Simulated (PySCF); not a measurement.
CH8AlNO.
Structure used (PBE0-D3(BJ)/def2-SVP), in Å, numbered top down from 1:
```
atom  x, y, z in Å
C1     1.8260   -1.1181    0.4199
O2     0.5713   -0.5828    0.2076
Al3   -0.1286    1.0072    0.2892
N4    -1.9178    0.3430   -0.4464
H5     2.6165   -0.6232   -0.1816
H6     1.8460   -2.1898    0.1448
H7     2.1463   -1.0582    1.4804
H8     0.3210    2.0633   -0.8338
H9    -0.5643    1.5510    1.7355
H10   -1.7590   -0.0940   -1.3556
H11   -2.6391    1.0562   -0.5570
H12   -2.2800   -0.3822    0.1748
```

The calculation used PySCF, PBE0-D3(BJ)/def2-SVP geometry optimisation, gas phase.

Task: Which atoms are bound to Al3, and at what distances?

Result: 4 atoms: H9 1.605 Å, H8 1.606 Å, O2 1.739 Å, N4 2.045 Å. The nearest atom not counted as bound is H12, at 2.56 Å (others tie with it).

Task: List the angles at Al3.

Result: 
```csv
angle,degrees,distance of the outer atoms (Å)
H8–Al3–H9,118.9,2.77
O2–Al3–H9,117.5,2.86
O2–Al3–H8,117.1,2.85
N4–Al3–H8,101.9,2.85
N4–Al3–H9,101.3,2.84
O2–Al3–N4,92.2,2.74
```

Task: Describe the arrangement about Al3 in numbers.

Result: Angles from 92.2° to 118.9°; τ4 = (360° − α − β)/141° = 0.88 with α and β the two widest (0 for a square, 1 for a tetrahedron).

Task: What are the other bond lengths?

Result: C1–O2 1.380 Å; C1–H5, C1–H6, C1–H7 1.109 Å; N4–H10, N4–H11, N4–H12 1.021 Å.

Task: Give some angles away from the centre.

Result: C1–O2–Al3 135.5°.

Task: What are the rotational constants (commonest isotopes, rigid rotor)?

Result: A = 11648, B = 2997, C = 2548 MHz: a near-prolate asymmetric top.

Point group: near Cs, missed by 0.12 Å at most; the miss may be what the optimiser left on a soft mode. Charge 0, singlet. No frequency check.

One conformer stands for the species.
